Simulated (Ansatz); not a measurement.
CH5ClO2Si2 (`O=C([SiH3])[SiH](O)Cl`), relaxed with RKS PBE-D4/def2-SVP in the Gaussian-basis code of Ansatz from a rough embedded geometry. The force threshold is 0.03 eV/Å; the program also tests the step.

Charge 0, multiplicity 1.

Start:

```xyz
11

O    -0.402   -1.782    0.702
C    -0.197   -0.730    0.089
Si   -0.272   -0.663   -1.751
Si    0.350    0.846    0.926
O     0.838    0.574    2.501
Cl   -1.349    2.056    1.202
H     1.156   -0.489   -2.325
H    -0.797   -1.856   -2.400
H    -1.012    0.529   -2.207
H     1.312    1.628    0.243
H     0.373   -0.113    3.022
```

**Question.** By how much does the energy fall, and how many steps does the optimiser take? (Best estimate.)

**Answer.** The calculation gave: 52.88 kJ/mol, in 34 steps, 3 of them rejected.

**Question.** Which bonds change most? (Best estimate.)

**Answer.** Computed: C2–Si3 from 1.843 to 1.952 Å; C2–Si4 from 1.867 to 1.951 Å; Si4–H10 from 1.415 to 1.494 Å; Si3–H8 from 1.455 to 1.504 Å.

**Question.** Give the relaxed structure. (Estimate.)

**Answer.** Computed: 
```xyz
11

O     0.437   -1.582    0.692
C     0.229   -0.554    0.043
Si   -0.237   -0.671   -1.850
Si    0.197    1.065    1.132
O     0.582    0.477    2.639
Cl   -1.784    1.698    0.934
H     0.769   -1.556   -2.531
H    -1.606   -1.285   -1.944
H    -0.238    0.701   -2.465
H     1.080    2.215    0.771
H     0.570   -0.507    2.579
```
